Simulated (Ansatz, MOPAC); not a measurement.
Molecule: CaF, charge 0, multiplicity 2. SMILES: [F][Ca]

Atoms: Ca1, F2. Bonds: Ca1-F2.

Bond lengths (Å) and angles (degrees) optimised at AM1 with MOPAC; PM6 with MOPAC; HF/6-31G* with LANL2DZ past Ar with Ansatz (a program for electronic structure); B3LYP/LANL2DZ with Ansatz, each started from the B3LYP-D3(BJ)/def2-TZVP structure (Ansatz) of the last column. A row stands for all coordinates that are equal there. 6-31G* holds six Cartesian d functions.

| coordinate | AM1 | PM6 | HF/6-31G* with LANL2DZ past Ar | B3LYP/LANL2DZ | B3LYP-D3(BJ)/def2-TZVP |
|---|---|---|---|---|---|
| Ca1-F2 | 1.970 | 1.965 | 2.037 | 2.113 | 1.961 |

Mean signed difference of all 1 bond lengths from B3LYP-D3(BJ)/def2-TZVP: AM1 0.009 Å, PM6 0.003 Å, HF/6-31G* with LANL2DZ past Ar 0.075 Å, B3LYP/LANL2DZ 0.152 Å.
